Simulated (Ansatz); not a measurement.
Y3. Charge 0, multiplicity 4. Geometry r2SCAN-D4/def2-TZVP; atoms count from 1.

```tsv
atom	x (Å)	y (Å)	z (Å)
Y1	-0.270	1.584	-0.759
Y2	0.275	-1.404	-1.054
Y3	-0.004	-0.180	1.813
```

In the def2 sets Y takes a core potential; there is no spin–orbit coupling. The charge 0 quartet is spin-contaminated (final ⟨S²⟩ up to 4.28, 3.75 for a pure state). At PBE0-D4/def2-TZVP a doublet of charge 0 lies 0.38 eV below the quartet, each at its own geometry. The structure comes from a short search, and lower isomers may exist.

(1) Estimate the Mulliken populations from the PBE0/def2-TZVP orbitals of Ansatz.

(2) Where does the spin sit?

(3) And the Mayer bond orders between heavy atoms (over 0.3)?

Results:

(1) 
```tsv
atom	charge (e)	spin (α − β)	d electrons
Y1	0.03	1.17	1.42
Y2	0.00	0.98	1.30
Y3	-0.04	0.85	1.23
```
Mulliken values depend strongly on the basis.

(2) Summed by element: Y 3.00, of 3 unpaired in all. Largest on single atoms: Y1 1.17, Y2 0.98, Y3 0.85.

(3) Y1–Y2 1.60 (3.05 Å); Y1–Y3 1.36 (3.13 Å); Y2–Y3 1.32 (3.13 Å).
